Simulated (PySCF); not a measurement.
C₂H₉AlO₂Si, singlet, geometry from GFN2-xTB (such geometries of metal compounds can be far from the true shape), with bond 9-2 at 1.8 times its length; CASSCF(4,6)/STO-3G in PySCF.

The PySCF input:
```python
from pyscf import gto, scf, mcscf
import numpy

mol = gto.M(
    atom='''
Si   -1.53195267    0.36272141   -1.13800164
C    -1.97052746    0.48024726    0.70515438
C     0.06464502   -0.65228317   -1.28691584
Al    1.13000834   -0.25745010    0.35583303
O     1.25765762   -1.43198959    1.50369861
O     1.79638556    1.24255123    0.48579329
H    -2.64661686   -0.28020259   -1.85665817
H    -1.35888063    1.71758067   -1.68439538
H    -3.19663614    1.94418364    1.11516113
H    -2.41913145   -0.43922609    1.06899088
H    -1.04839540    0.64173118    1.27266574
H    -0.16933499   -1.71494378   -1.34000778
H     0.57733814   -0.38985020   -2.21057783
H     1.30545675   -2.11927685    2.14979860
H     2.17144135    2.10711640    0.54807514
''',
    basis='sto-3g',
    verbose=4,
)

mf = scf.RHF(mol)
mf.kernel()
mc = mcscf.CASSCF(mf, 6, 4)
mc.fix_spin_(ss=0.0)
mc.kernel()
occ = numpy.linalg.eigvalsh(mc.fcisolver.make_rdm1(mc.ci, mc.ncas, mc.nelecas))[::-1]
ss = mc.fcisolver.spin_square(mc.ci, mc.ncas, mc.nelecas)[0]
print('natural occupations', occ.round(4), ' <S^2>', round(ss, 4))
```

Problem. Write the output that PySCF gives for this input, abridged.

Solution. 
```
PySCF version 2.14.0

[INPUT] verbose = 4
[INPUT] num. atoms = 15
[INPUT] num. electrons = 64
[INPUT] charge = 0
[INPUT] spin (= nelec alpha-beta = 2S) = 0
[INPUT] symmetry False subgroup None
[INPUT] Mole.unit = angstrom
[INPUT] Symbol           X                Y                Z      unit          X                Y                Z       unit  Magmom
[...]
nuclear repulsion = 358.763658590085
number of shells = 31
number of NR pGTOs = 141
number of NR cGTOs = 47
basis = sto-3g
ecp = {}

******** <class 'pyscf.scf.hf.RHF'> ********
method = RHF
initial guess = minao
damping factor = 0
level_shift factor = 0
DIIS = <class 'pyscf.scf.diis.CDIIS'>
diis_start_cycle = 1
diis_space = 8
diis_damp = 0
SCF conv_tol = 1e-09
SCF conv_tol_grad = None
SCF max_cycles = 50
direct_scf = True
direct_scf_tol = 1e-13
Set gradient conv threshold to 3.16228e-05
Initial guess from minao.
init E= -752.110386063106
[...]
cycle= 1 E= -752.03168485736  delta_E= 0.0787  |g|= 0.636  |ddm|= 4.41
[...]
cycle= 2 E= -752.181842865503  delta_E= -0.15  |g|= 0.121  |ddm|= 1.07
[...]
cycle= 3 E= -752.18777871378  delta_E= -0.00594  |g|= 0.027  |ddm|= 0.204
[...]
cycle= 4 E= -752.188214166732  delta_E= -0.000435  |g|= 0.00616  |ddm|= 0.0649
[...]
cycle= 5 E= -752.188236200759  delta_E= -2.2e-05  |g|= 0.00206  |ddm|= 0.0141
[...]
cycle= 6 E= -752.188239091691  delta_E= -2.89e-06  |g|= 0.000745  |ddm|= 0.00484
[...]
cycle= 7 E= -752.188239544859  delta_E= -4.53e-07  |g|= 0.000226  |ddm|= 0.00228
[...]
cycle= 8 E= -752.18823957635  delta_E= -3.15e-08  |g|= 4.46e-05  |ddm|= 0.000514
[...]
cycle= 9 E= -752.188239578293  delta_E= -1.94e-09  |g|= 1.04e-05  |ddm|= 0.00013
[...]
cycle= 10 E= -752.188239578426  delta_E= -1.32e-10  |g|= 2.04e-06  |ddm|= 3.67e-05
[...]
Extra cycle  E= -752.188239578424  delta_E= 1.82e-12  |g|= 9.36e-07  |ddm|= 4.61e-06
converged SCF energy = -752.188239578424

******** <class 'pyscf.mcscf.mc1step.CASSCF'> ********
CAS (2e+2e, 6o), ncore = 30, nvir = 11
max_cycle_macro = 50
max_cycle_micro = 4
conv_tol = 1e-07
conv_tol_grad = None
orbital rotation max_stepsize = 0.02
orbital rotation threshold for CI restart = 0.01
augmented hessian ah_max_cycle = 30
augmented hessian ah_conv_tol = 1e-12
augmented hessian ah_linear dependence = 1e-14
augmented hessian ah_level shift = 1e-08
augmented hessian ah_start_tol = 2.5
augmented hessian ah_start_cycle = 3
augmented hessian ah_grad_trust_region = 3
kf_trust_region = 3
kf_interval = 4
ci_response_space = 4
[...]
ao2mo_level = 2
internal_rotation = False
******** <class 'pyscf.fci.addons.SpinPenaltyFCISolver'> ********
max. cycles = 50
conv_tol = 1e-08
davidson only = True
linear dependence = 1e-12
level shift = 0.001
max iter space = 12
nroots = 1
pspace_size = 400
spin = None
CASCI E = -752.250730889735  S^2 = 0.0000000
Set conv_tol_grad to 0.000316228
macro iter   1 ( 21 JK    4 micro), CASSCF E = -752.275513631080  dE = -2.47827413e-02  S^2 = 0.0000000
               |grad[o]|=0.0661  |grad[c]|=0.0417  |ddm|=0.0638  |maxRot[o]|= 0.24
macro iter   2 ( 21 JK    4 micro), CASSCF E = -752.283277258747  dE = -7.76362767e-03  S^2 = 0.0000000
               |grad[o]|=0.0269  |grad[c]|=0.0124  |ddm|=0.0269  |maxRot[o]|= 0.31
macro iter   3 ( 21 JK    4 micro), CASSCF E = -752.286512590002  dE = -3.23533126e-03  S^2 = 0.0000000
               |grad[o]|=0.0167  |grad[c]|=0.00835  |ddm|=0.00416  |maxRot[o]|= 0.14
macro iter   4 ( 21 JK    4 micro), CASSCF E = -752.287528042154  dE = -1.01545215e-03  S^2 = 0.0000000
               |grad[o]|=0.0063  |grad[c]|=0.00322  |ddm|=0.00282  |maxRot[o]|=0.286
macro iter   5 ( 21 JK    4 micro), CASSCF E = -752.287964990163  dE = -4.36948010e-04  S^2 = 0.0000000
               |grad[o]|=0.00365  |grad[c]|=0.00251  |ddm|=0.00147  |maxRot[o]|=0.293
macro iter   6 ( 21 JK    4 micro), CASSCF E = -752.288309542534  dE = -3.44552371e-04  S^2 = 0.0000000
               |grad[o]|=0.00184  |grad[c]|=0.00341  |ddm|=0.000877  |maxRot[o]|=0.301
macro iter   7 ( 19 JK    4 micro), CASSCF E = -752.288487211136  dE = -1.77668603e-04  S^2 = 0.0000000
               |grad[o]|=0.00129  |grad[c]|=0.00187  |ddm|=0.000847  |maxRot[o]|= 0.27
macro iter   8 ( 11 JK    2 micro), CASSCF E = -752.288490322764  dE = -3.11162717e-06  S^2 = 0.0000000
               |grad[o]|=0.000366  |grad[c]|=0.000111  |ddm|=9.6e-05  |maxRot[o]|=0.00934
macro iter   9 (  3 JK    1 micro), CASSCF E = -752.288490353404  dE = -3.06398533e-08  S^2 = 0.0000000
               |grad[o]|=3.48e-05  |grad[c]|=2.29e-05  |ddm|=1.95e-05  |maxRot[o]|=0.000676
1-step CASSCF converged in   9 macro (159 JK  31 micro) steps
CASSCF canonicalization
Density matrix diagonal elements [1.77658642e+00 1.92415836e+00 2.72628010e-01 2.06951066e-02
 4.34790310e-03 1.58419732e-03]
CASSCF energy = -752.288490353404
CASCI E = -752.288490353404  E(CI) = -3.10464463964240  S^2 = 0.0000000
natural occupations [1.9762e+00 1.7251e+00 2.7490e-01 2.2200e-02 8.0000e-04 8.0000e-04]  <S^2> 0.0
```
